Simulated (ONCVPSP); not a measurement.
# Pseudopotential generation for W: ONCV, LDA (Perdew-Zunger), scalar-relativistic.

ONCVPSP 4.0.1 input, shortened (lines: element, Z, core and valence counts, functional; n l f; lmax; l rc ep ncon nbas qcut; lloc lpopt rc5 dvloc0; l nproj debl; icmod fcfact rcfact), LDA (Perdew-Zunger), scalar-relativistic:

```
  W 74.00   10    4        3      upf
    1    0    2.00
    2    0    2.00
    2    1    6.00
    3    0    2.00
    3    1    6.00
    3    2   10.00
    4    0    2.00
    4    1    6.00
    4    2   10.00
    4    3   14.00
    5    0    2.00
    5    1    6.00
    5    2    4.00
    6    0    1.50
    3
    0    1.90    0.00    4    8    8.10
    1    1.20    0.00    3    6    7.30
    2    2.85    0.00    4    8    6.10
    3    2.40    0.03    3    6    5.30
    4    1    1.05   -1.00
    0    2    0.70
    1    2    2.50
    2    2    1.90
    3    1    3.40
    1    0.70    0.00
```

All-electron outer shells of the reference configuration (LDA (Perdew-Zunger), scalar-relativistic, ld1.x):

| shell | level (eV) | outermost node (bohr) | outermost maximum (bohr) |
| --- | --- | --- | --- |
| 5s | -82.93 | 0.53 | 0.96 |
| 5p | -47.03 | 0.57 | 1.09 |
| 4f | -37.10 | – | 0.43 |
| 6s | -9.10 | 1.28 | 2.61 |
| 5d | -8.21 | 0.63 | 1.49 |

**Question.** Does the generator finish with these settings?

**Answer.** Yes, a potential is produced and its reference levels are reproduced.

**Question.** Estimate the cutoffs (Ha) at which the residual kinetic energy of the hardest occupied pseudo-wave falls to 1 and 0.1 mHa per electron.

**Answer.** 32 Ha and 81 Ha.

**Question.** Does the potential have ghost states?

**Answer.** No bound ghost flagged; GHOST(+) flagged for s at 107.1 eV.

**Question.** Which valence shell sets the plane-wave cutoff?

**Answer.** 5p: 32 Ha for 1 mHa per electron, against 19 Ha for 5s.

**Question.** Tests: 5s2 5p6 5d4 6s2; 5s2 5p6 5d4 6s1; 5s2 5p6 5d4 6s0; 5s2 5p6 5d4 6s0 6p2. Which has the largest error in its energy relative to the reference configuration, and how large is it?

**Answer.** 5s2 5p6 5d4 6s0, with -13 meV (all-electron minus pseudo) on +21.42 eV.
